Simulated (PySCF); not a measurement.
Symmetry of computed structures. Computed with PBE0-D3(BJ)/def2-SVP geometry optimisation, gas phase (PySCF 2.14.0). The symmetry is that of the one conformer found, every atom within 0.08 Å of its image; none is proved a minimum here.

Task: What symmetry has `[F:1][P:2]([F:3])[F:4]`?

Result: C3v; oblate symmetric top; symmetry number 3; 6 operations, which sort the 4 atoms into 2 sets; dipole 1.30 D, along the axis; heavy atoms equivalent by symmetry: F1/F3/F4.

Task: What symmetry has `[CH3:1][NH:2][SiH2:3][PH2:4]` with C1–N2–Si3–P4 166°, N2–Si3–P4–H -87° and 178°?

Result: C1; near-prolate asymmetric top; symmetry number 1; this conformer is chiral (no improper operation); dipole 1.13 D; A, B, C = 12412, 1864, 1701 MHz.

Task: Point group, rotor type and polarity of `CC(C)(C)C1=CSN=C1`?

Result: Cs; near-prolate asymmetric top; symmetry number 1; 2 operations, which sort the 20 atoms into 15 sets; dipole 2.87 D, in the ab plane, which is the mirror; A, B, C = 2869, 919.0, 821.5 MHz.
